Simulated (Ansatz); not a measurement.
Species: CH$_{4}$NSi, charge 0, doublet. CH4NSi (SMILES [H]/[C]=N/[SiH3], doublet).
B3LYP-D3(BJ)/def2-TZVP minimum from Ansatz (a first-principles code):
```xyz
7

C     -1.6793    -0.5723     0.1932
N     -0.5825    -0.1375     0.5132
Si     0.9068     0.2827    -0.2972
H     -2.5154    -0.7760     0.8838
H      0.8403     0.0589    -1.7609
H      1.1637     1.7084    -0.0110
H      1.9696    -0.5521     0.2979
```
Charge 0, spin multiplicity 2.

Total energies in cc-pV(D+d)Z, 17 correlated electrons, 7 frozen orbitals. Radicals and triplets start from unrestricted determinants; spin-orbit coupling is neglected. Correlated methods leave the cores frozen. No relativity.

| method | program | energy (Eh) | minus CCSDT(Q) (mEh) |
|---|---|---|---|
| HF | Ansatz | -383.53282 | 427.13 |
| MP2 | Ansatz | -383.90510 | 54.85 |
| CCSD | Ansatz | -383.94359 | 16.35 |
| CCSD(T) | Ansatz | -383.95769 | 2.26 |
| CCSDT(Q) | Ansatz | -383.95995 | 0.00 |

Rough core times of Ansatz's runs on a shared machine: CCSD(T) under 20 s, CCSDT(Q) 10 min.
